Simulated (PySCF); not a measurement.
# [C6H6FO2S]+, charge +1

Geometry:
```tsv
atom	x (Å)	y (Å)	z (Å)
C1	2.671	0.875	-0.786
C2	1.474	0.299	-0.377
C3	0.309	-0.047	-0.033
C4	-0.166	-1.312	0.630
F5	0.759	-1.769	1.500
S6	-1.815	-0.937	1.565
O7	-2.626	-2.093	1.333
C8	-2.143	0.244	0.107
C9	-0.916	0.985	-0.192
O10	-0.729	2.122	-0.432
H11	2.461	1.932	-1.019
H12	3.408	0.880	0.025
H13	3.076	0.406	-1.686
H14	-0.373	-2.109	-0.098
H15	-2.442	-0.411	-0.714
H16	-2.954	0.943	0.321
```

Total charge +1.

Method used: PySCF 2.14.0, TDDFT PBE0/def2-SVPD circular dichroism and optical rotation, one conformer, gas phase. Geometry: GFN2-xTB.

The bonding changed while the geometry was optimised; results refer to the coordinates, not to the name. The molecule is flexible and this is one conformer; a measurement averages over conformers.

Task: Draw the ECD and absorption spectra from the lowest 16 states, each a Gaussian of half-width 0.35 eV at 1/e height.

Result: 
| E (eV) | λ (nm) | Δε (L mol⁻¹ cm⁻¹) | ε (L mol⁻¹ cm⁻¹) |
| --- | --- | --- | --- |
| 1.47 | 841 | +0.60 | 80.6 |
| 1.57 | 788 | +1.26 | 168 |
| 1.67 | 741 | +2.23 | 298 |
| 1.77 | 699 | +3.35 | 450 |
| 1.87 | 662 | +4.29 | 578 |
| 1.97 | 628 | +4.67 | 638 |
| 2.07 | 598 | +4.34 | 611 |
| 2.17 | 570 | +3.46 | 523 |
| 2.27 | 545 | +2.42 | 422 |
| 2.37 | 522 | +1.52 | 341 |
| 2.47 | 501 | +0.92 | 285 |
| 2.57 | 482 | +0.57 | 240 |
| 2.67 | 464 | +0.38 | 192 |
| 2.77 | 447 | +0.29 | 146 |
| 2.87 | 431 | +0.27 | 122 |
| 2.97 | 417 | +0.29 | 146 |
| 3.07 | 403 | +0.20 | 254 |
| 3.17 | 391 | -0.33 | 494 |
| 3.27 | 379 | -1.79 | 927 |
| 3.37 | 367 | -4.60 | 1590 |
| 3.47 | 357 | -8.75 | 2440 |
| 3.57 | 347 | -13.53 | 3310 |
| 3.67 | 337 | -17.62 | 3940 |
| 3.77 | 329 | -19.76 | 4090 |
| 3.87 | 320 | -19.38 | 3710 |
| 3.97 | 312 | -16.84 | 2970 |
| 4.07 | 304 | -13.03 | 2100 |
| 4.17 | 297 | -8.88 | 1350 |
| 4.27 | 290 | -4.98 | 806 |
| 4.37 | 283 | -1.51 | 498 |
| 4.47 | 277 | +1.55 | 382 |
| 4.57 | 271 | +4.32 | 402 |
| 4.67 | 265 | +6.75 | 506 |
| 4.77 | 260 | +8.70 | 661 |
| 4.87 | 254 | +9.98 | 866 |
| 4.97 | 249 | +10.35 | 1130 |
| 5.07 | 244 | +9.57 | 1420 |
| 5.17 | 240 | +7.59 | 1680 |
| 5.27 | 235 | +4.82 | 1800 |
| 5.37 | 231 | +2.08 | 1720 |
| 5.47 | 227 | +0.05 | 1480 |
| 5.57 | 222 | -1.20 | 1200 |
| 5.67 | 219 | -2.07 | 1090 |
| 5.77 | 215 | -2.84 | 1360 |
| 5.87 | 211 | -3.07 | 2260 |
| 5.97 | 208 | -1.86 | 4040 |
| 6.07 | 204 | +1.03 | 6770 |
| 6.17 | 201 | +4.22 | 10200 |
| 6.27 | 198 | +5.03 | 13500 |
| 6.37 | 195 | +1.42 | 15800 |
| 6.47 | 192 | -5.91 | 16200 |

Δε uses R in velocity form, ε uses f in length form. Only the states computed contribute, so the short-wavelength end is incomplete.
